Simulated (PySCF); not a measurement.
# A thermochemical cycle for HgO

r²SCAN in PySCF with def2-SVPD on every atom (core potentials on Hg), for the lowest determinant that a PBE0 search found; no spin–orbit coupling. HgO, a triplet (σ ↑, π ↑), has De = 0.58 eV to neutral atoms, and HgO⁺, a doublet (π ↑), has De = 1.15 eV to Hg⁺ + O.

The adiabatic ionisation energy of HgO, between the minima, is 9.76 eV.

Problem. Which ionisation energy of the Hg atom does this level give?

Solution. IE(Hg) = IE(molecule) + De(ion) − De(neutral) = 9.76 + 1.15 − 0.58 = 10.33 eV; the measured value is 10.438 eV (NIST ASD).

These are scalar-relativistic numbers at best; spin–orbit coupling would shift them, the dissociation energy most. For an ion De counts to the pair picked by the measured ionisation energies or electron affinities, which need not be the lowest pair at this level. States were picked by a PBE0 search and need not be the measured ground states.
